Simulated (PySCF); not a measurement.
## Calculated NMR data

[PySCF: shielding tensors at PBE0/pcSseg-1 (GIAO); coordinates at the GFN2-xTB level; gas phase; relativity neglected; averaged over atoms made equivalent by symmetry, fast rotation or ring inversion; a single conformation]

Shifts are taken against calculated references (same method and geometry level): ¹H (31.72 ppm), ¹³C (186.93 ppm) against TMS. Splittings of carbon signals by F and P are missing where no couplings were computed. Where no couplings were computed, multiplicities follow the n + 1 count of equivalent neighbours, and m marks all less simple cases (inequivalent or close neighbours, rings, F or P nearby). Shifts are as computed. Against solution values, carbons near 30 ppm lie about +3 ppm off and those near 130 ppm about +5 ppm. Of 1211 compounds with measured shifts, 218 miss one by over three times the rms of a fit or turn the order of signals round; such compounds aren't used in these exercises. OH and NH positions are gas-phase values without hydrogen bonding to other molecules.

Compound 1 (C₆H₈F₂O₂). ¹H NMR (400 MHz, computed): δ 6.64 (m, 1H), 4.74 (m, 1H), 1.87 (m, 1H), 0.90 (m, 1H), 0.80 (m, 1H), 0.65 (m, 1H), 0.43 (m, 1H), 0.21 (m, 1H). ¹³C{¹H} NMR (computed): δ 124.4 (CH), 75.5 (CH), 62.0 (CH), 11.0 (CH), 5.8 (CH2), 2.4 (CH2). Structure: `InChI=1S/C6H8F2O2/c7-6(8)10-5-4(9-5)3-1-2-3/h3-6H,1-2H2/t4-,5+/m1/s1`.

Compound 2 (C₅H₆F₂O₂). ¹H NMR (400 MHz, computed): δ 6.69 (m, 1H), 5.18 (m, 2H), 5.00 (s, 2H), 4.96 (t, 1H). ¹³C{¹H} NMR (computed): δ 157.1 (C), 122.9 (CH), 104.5 (CH), 80.5 (CH2), 77.5 (CH2). Structure: SMILES C1C=C(OC(F)F)CO1.

Compound 3 (CH₁₀FN₃Si₃). ¹H NMR (400 MHz, computed): δ 5.71 (m, 1H), 5.62 (m, 2H), 5.55 (m, 2H), 4.67 (m, 2H), -0.13 (br s, 2H), -0.52 (br s, 1H). ¹³C{¹H} NMR (computed): δ 81.2 (CH2). Structure: `[SiH2]1N[SiH2]N[SiH](CF)N1`.
